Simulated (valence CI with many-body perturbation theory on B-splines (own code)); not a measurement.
## Sensitivity of CI+MBPT for Fe3+

Calculated by relativistic CI+MBPT: five valence electrons over a frozen Dirac-Fock core [Ar], radial functions for each j: 6 s, 6 p, 5 d, 5 f, 1 g, with the one-electron correlation potential Σ1 (screened to all orders), the two-electron term Σ2, the three-electron term Σ3, Breit, model QED; selected single and double excitations, second order for the rest, scaled by the run's own slope (own B-spline code, finite nucleus).

Set against measurement, 12 paired levels are off by 302 cm⁻¹ on average, the worst by 703. These come from a selection out of Corliss and Sugar, J. Phys. Chem. Ref. Data 11, 135 (1982). Levels without a partner in it may be off by more, other configurations by 1,000 to 8,000 cm⁻¹. Among the levels kept, up to 560 cm⁻¹ of a level comes from second order outside the variational space, and about a tenth of that is noise between levels of different J, which matters for small intervals. Only levels of the ground parity were solved; by the run's estimate the other parity begins above the list, which can be wrong where configurations are misplaced.

The reference run has the lowest level 3d⁵ ⁶S_5/2 and an ionisation energy of 53.5195 eV. Its largest variational space holds 9988 state functions.

Changed runs:
A. highest l in the core sums 6 → 5; shift of the energy in Σ1 (hartree) 0 → -0.533
B. averaging of valence orbitals over low configurations on → off
C. factor on the speed of light 1 → 100; QED terms on → off
D. size limit of the variational space 10000 → 300; second order for the rest on → off (bad on purpose)

Excitation energies of the reference run in cm⁻¹, and shifts in cm⁻¹:

```tsv
Level	Reference	A	B	C	D
3d⁵ ⁴G_11/2	31543	-78	+53	+237	-74
3d⁵ ⁴G_5/2	31587	-79	+38	+187	+1719
3d⁵ ⁴G_9/2	31588	-78	+43	+195	+437
3d⁵ ⁴G_7/2	31592	-81	+37	+181	+1714
3d⁵ ⁴P_5/2	35741	-100	+57	+331	+4078
3d⁵ ⁴P_3/2	35824	-101	+65	+253	+2102
3d⁵ ⁴P_1/2	35899	-99	+76	+173	+338
3d⁵ ⁴D_7/2	38739	-94	+26	+184	+2547
3d⁵ ⁴D_1/2	38856	-92	+45	+70	-872
3d⁵ ⁴D_5/2	38908	-92	+28	+15	+2733
3d⁵ ⁴D_3/2	38913	-94	+35	+17	+940
3d⁵ ²I_11/2	45460	-115	+84	+360	+265
Ionisation energy (eV)	53.5195	-0.1163	+0.00023	+0.3823	-1.1730
```
